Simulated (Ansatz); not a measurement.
A nudged elastic band was laid between two geometries of ClFH₇NO₂SiTi (14 atoms, charge 0, multiplicity 1).

Method: Ansatz, RKS PBE/def2-SVP.

```
movable images  : 5
climbing image  : yes
spring          : 5.0 eV/Å²
optimiser       : quadratic models (default)
start path      : through a guess of the saddle point
force threshold : 0.05 eV/Å
iteration limit : 60
end points      : relaxed
```

Image 0:

```xyz
14
Properties=species:S:1:pos:R:3
Ti -0.187 -0.328 0.231
O -0.534 -0.670 1.998
Si -1.501 -0.285 3.321
H -2.805 -1.031 3.238
H -0.779 -0.697 4.575
H -1.774 1.194 3.368
Cl 1.896 0.507 -0.218
F -1.234 1.032 -0.118
N -0.914 -1.520 -1.008
H -1.665 -1.298 -1.670
H -0.623 -2.501 -1.058
O 1.140 -2.237 0.637
H 1.010 -2.225 1.608
H 2.002 -1.786 0.497
```

Image 6:

```xyz
14
Properties=species:S:1:pos:R:3
Ti -0.145 -0.841 0.114
O 0.156 -0.448 2.434
Si -1.112 -0.008 3.494
H -2.223 -1.018 3.485
H -0.556 0.080 4.889
H -1.578 1.337 3.040
Cl 1.442 0.690 -0.266
F -1.812 -0.413 0.580
N -0.523 -1.362 -1.643
H -1.474 -1.528 -1.993
H 0.155 -1.411 -2.411
O 0.521 -2.393 0.850
H 0.652 -3.178 0.289
H 0.531 -1.352 2.537
```

Question: Which bonds break or form, and what moves?

Answer: Bonds broken: O12–H14. Bonds formed: O2–H14.

Question: What energy profile does the band end with?

Answer: The run converged. The highest image is number 4 of 0 to 6, 0.67 eV above the first end and 0.30 eV above the last; the last end lies 0.37 eV above the first. A vibrational analysis at the climbing image gives one clearly imaginary mode, 614i cm⁻¹: a first-order saddle point. The orbitals stay closed-shell, which can raise the energy where a bond breaks towards radicals; this wasn't checked here.

```
image  path coordinate (Å)  energy (eV)  O12–H14 (Å)  O2–H14 (Å)
    0                 0.00         0.00         0.98        3.15
    1                 1.00         0.04         0.98        2.95
    2                 1.99         0.17         0.98        2.50
    3                 2.99         0.23         0.99        1.86
    4                 3.98         0.67         1.28        1.16
    5                 5.13         0.42         1.80        0.99
    6                 6.28         0.37         1.98        0.98
```

Question: What is the geometry of the highest image?

Answer: 
```xyz
14
Properties=species:S:1:pos:R:3
Ti -0.043 -0.508 0.118
O -0.101 -0.566 2.215
Si -1.210 -0.122 3.412
H -2.506 -0.870 3.246
H -0.622 -0.464 4.753
H -1.457 1.354 3.324
Cl 1.483 0.909 -0.633
F -1.590 0.340 0.223
N -0.602 -1.625 -1.278
H -1.498 -1.483 -1.758
H -0.035 -2.335 -1.753
O 1.024 -2.041 0.889
H 0.673 -2.932 0.706
H 0.519 -1.500 1.937
```

Question: What are the harmonic wavenumbers there?

Answer: 614i, 27, 71, 76, 96, 128, 138, 198, 207, 245, 324, 370, 400, 420, 463, 519, 546, 562, 620, 694, 706, 723, 790, 909, 919, 921, 980, 1214, 1421, 1780, 2164, 2173, 2199, 3454, 3566, 3740 cm⁻¹.

Time of the run: 5.8 min on 4 threads of Arm Neoverse V2, on a shared host, peak memory 0.27 GiB.
